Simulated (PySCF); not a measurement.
# Telling isomers of C7H11BO2 apart by NMR

- geometry: PBE0-D3(BJ)/def2-SVP
- GIAO PBE0/pcSseg-1 shieldings
- code: PySCF
- rapidly exchanging positions averaged, non-relativistic Hamiltonian, gas phase, one conformer

Scale: 1H (σ = 31.27 ppm) and 13C (σ = 184.41 ppm) against TMS (reference shieldings calculated alike). Where no couplings were computed, multiplicities follow the n + 1 count of equivalent neighbours, and m marks all less simple cases (inequivalent or close neighbours, rings, F or P nearby). Carbons bonded to boron are broad in practice. Shifts are as computed. Against solution values, carbons near 30 ppm lie about +2 ppm off and those near 130 ppm about +5 ppm. Of 1313 compounds with measured shifts, 239 miss one by over three times the rms of a fit or turn the order of signals round; such compounds aren't used in these exercises.

(1) Tabulate the signals of `C#C[C@H](C)B1OCCCO1`, `C=C/C=C/B1OCCCO1` and their relative energies.

(2) What is the quickest way to tell C#C[C@H](C)B1OCCCO1 from C=C/C=C/B1OCCCO1?

## Answers

(1) 
```tsv
SMILES	carbon types	δC	δH	E rel. (kcal/mol)
C#C[C@H](C)B1OCCCO1	1×C 2×CH 3×CH2 1×CH3	90.5, 72.4, 63.3, 29.4, 16.6, 13.7	3.97 (m, 2H), 3.96 (m, 2H), 1.73 (m, 1H), 1.68 (m, 1H), 1.63 (m, 2H), 1.03 (d, 3H)	20.9
C=C/C=C/B1OCCCO1	3×CH 4×CH2	157.3, 148.1, 135.0, 128.2, 63.0, 29.6	7.10 (m, 1H), 6.50 (m, 1H), 5.61 (d, 1H), 5.55 (m, 1H), 5.48 (m, 1H), 4.02 (m, 4H), 1.66 (m, 2H)	0.0
```

Energies are electronic energies at PBE0/pcSseg-1 on these geometries, without zero-point or thermal terms, each for the one conformer computed, which needn't be the lowest.

(2) Both give the same number of carbon signals, but DEPT or the intensities differ. The first has an alkyne carbon (C) at 90.5 ppm, the second an alkene CH at 157.3 ppm. In the proton spectra the most deshielded non-exchanging signals are 3.97 (m, 2H) and 7.10 (m, 1H).
